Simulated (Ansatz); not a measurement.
A nudged elastic band was laid between two geometries of BF3H3N (8 atoms, charge 0, multiplicity 1).

Theory: Ansatz 0.2.0, RHF/def2-SVP.

```json
{"movable images": "5", "climbing image": "yes", "spring": "5.0 eV/Å²", "optimiser": "quadratic models (default)", "start path": "through a guess of the saddle point", "force threshold": "0.05 eV/Å", "iteration limit": "60", "end points": "relaxed"}
```

Image 0:

```xyz
8
Properties=species:S:1:pos:R:3
B 0.030 -0.132 0.175
F 0.209 0.665 1.256
F 1.063 -0.125 -0.702
F -1.193 -0.030 -0.399
N 0.050 -1.687 0.810
H -0.098 -2.365 0.079
H 0.939 -1.874 1.248
H -0.677 -1.792 1.500
```

Image 6:

```xyz
8
Properties=species:S:1:pos:R:3
B 0.112 -0.611 -0.501
F -0.402 0.081 2.670
F 1.181 0.088 -0.797
F -1.024 -0.290 -1.071
N 0.178 -1.668 0.428
H -0.573 -2.327 0.487
H 1.067 -2.046 0.691
H -0.215 -0.566 2.061
```

(1) Which bonds break or form, and what moves?

(2) What energy profile does the band end with?

(3) What is the geometry of the highest image?

## Answers

(1) Bonds broken: B1–F2, N5–H8. Bonds formed: F2–H8. BF3H3N becomes BF2H2N + FH.

(2) It converged. The highest image is number 3 of 0 to 6, 205.8 kJ/mol above the first end and 93.7 kJ/mol above the last; the last end lies 112.1 kJ/mol above the first. Neighbouring images differ by up to 1.9 eV, so the band resolves the path poorly. A vibrational analysis at the climbing image gives one clearly imaginary mode, 1512i cm⁻¹: a first-order saddle point. The orbitals stay closed-shell, which can raise the energy where a bond breaks towards radicals; this wasn't checked here.

| image | path coordinate (Å) | energy (kJ/mol) | B1–F2 (Å) | N5–H8 (Å) | F2–H8 (Å) |
| --- | --- | --- | --- | --- | --- |
| 0 | 0.00 | 0.0 | 1.35 | 1.01 | 2.62 |
| 1 | 0.72 | 2.3 | 1.36 | 1.01 | 2.44 |
| 2 | 1.45 | 21.6 | 1.38 | 1.01 | 1.95 |
| 3 | 2.17 | 205.8 | 1.72 | 1.33 | 1.10 |
| 4 | 2.73 | 133.9 | 2.30 | 1.79 | 0.92 |
| 5 | 3.28 | 113.9 | 2.86 | 2.03 | 0.91 |
| 6 | 3.84 | 112.1 | 3.29 | 2.01 | 0.91 |

(3) 
```xyz
8
Properties=species:S:1:pos:R:3
B 0.036 -0.398 -0.004
F -0.271 0.252 1.559
F 1.175 0.143 -0.401
F -1.060 -0.173 -0.709
N 0.128 -1.741 0.704
H -0.589 -2.407 0.477
H 1.033 -2.178 0.701
H -0.129 -0.838 1.641
```

Time of the run: 38 s on 1 thread of AMD EPYC 9R45 96-Core Processor (Zen 5) (shared host), peak memory 0.17 GiB.
